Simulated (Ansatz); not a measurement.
BGeH$_{7}$InNOS, SMILES `OB[N]([InH2])[GeH2][SH]` at its PBE0-D4/def2-TZVP geometry, where that method's forces vanish. The species carries charge 0 and has multiplicity 1. In: def2 effective core potential.

```xyz
13

O    -1.5552    1.9610   -1.3220
B    -1.3536    1.2322   -0.1783
N    -0.1818    0.5027    0.1064
In    1.4863   -0.0822   -1.0995
Ge   -0.0883   -0.5464    1.5754
S     1.2068   -2.2270    0.6767
H    -0.8219    1.9277   -1.9419
H    -2.2788    1.2530    0.5961
H     1.0135   -0.6133   -2.6604
H     2.9809    0.5302   -0.5246
H    -1.4087   -1.1418    2.0823
H     0.8109   -0.0381    2.7140
H     0.1898   -2.7581   -0.0244
```

**Question.** What forces (eV/Å) does B3LYP-D4/def2-TZVPP give on these atoms in Ansatz 0.2.0? (Estimate.)

**Answer.** The calculation gave: 
```
O1  -0.010  0.065 -0.110
B2  -0.114 -0.032  0.191
N3  -0.163  0.150 -0.041
In4  0.176  0.058 -0.227
Ge5 -0.119 -0.007  0.347
S6   0.082 -0.266 -0.029
H7   0.000  0.030 -0.051
H8   0.088  0.001 -0.082
H9  -0.009 -0.015 -0.044
H10  0.043  0.020  0.014
H11 -0.001  0.008  0.010
H12 -0.002  0.006  0.011
H13  0.029 -0.018  0.011
```

B3LYP here is the variant with VWN-RPA as its local correlation; programs differ in this.
